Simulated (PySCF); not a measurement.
Al(H)2(OiPr) (C3H9AlO), SMILES CC(C)[O][AlH2].

Geometry: PBE0-D3(BJ)/def2-SVP. The structure was generated by enumeration; whether it is a known compound was not checked. The values are those of a single conformer.

Computed with TDDFT-CAM-B3LYP/def2-SVPD in PySCF.

Vertical excitations. The molecule is in vacuum. State labels are in the subgroup Cs.

Computed excitation energies, oscillator strengths and character:
```tsv
state	symmetry	energy (eV)	λ (nm)	f	main pairs
S1	A"	5.59	222	0.001	HOMO→LUMO 92 %
S2	A'	6.61	188	0.069	HOMO−1→LUMO 95 %
S3	A"	6.64	187	0.005	HOMO−2→LUMO 90 %
S4	A'	7.25	171	0.016	HOMO→LUMO+1 46 %, HOMO→LUMO+2 40 %
S5	A"	7.60	163	0.035	HOMO−1→LUMO+1 56 %, HOMO−1→LUMO+2 33 %
S6	A'	7.79	159	0.057	HOMO→LUMO+1 40 %, HOMO→LUMO+2 33 %, HOMO→LUMO+3 11 %, HOMO−2→LUMO+2 11 %
S7	A'	8.05	154	0.068	HOMO→LUMO+3 68 %, HOMO→LUMO+4 10 %
S8	A"	8.26	150	0.032	HOMO−1→LUMO+3 49 %, HOMO−1→LUMO+1 19 %, HOMO−4→LUMO 11 %
S9	A'	8.28	150	0.023	HOMO−2→LUMO+1 35 %, HOMO→LUMO+4 21 %, HOMO→LUMO+3 11 %, HOMO→LUMO+6 9 %
S10	A"	8.55	145	0.096	HOMO−4→LUMO 59 %, HOMO−5→LUMO 17 %, HOMO−1→LUMO+3 12 %
T1	A"	5.21	238	0	HOMO→LUMO 81 %, HOMO−2→LUMO 15 %
T2	A'	5.89	211	0	HOMO−1→LUMO 93 %
T3	A"	6.32	196	0	HOMO−2→LUMO 76 %, HOMO→LUMO 13 %
T4	A'	6.72	184	0	HOMO→LUMO+2 34 %, HOMO→LUMO+3 26 %, HOMO→LUMO+1 19 %, HOMO−2→LUMO+3 8 %
```
Triplets are in the Tamm–Dancoff approximation, which puts them higher than full response would, so one can lie above its singlet here.
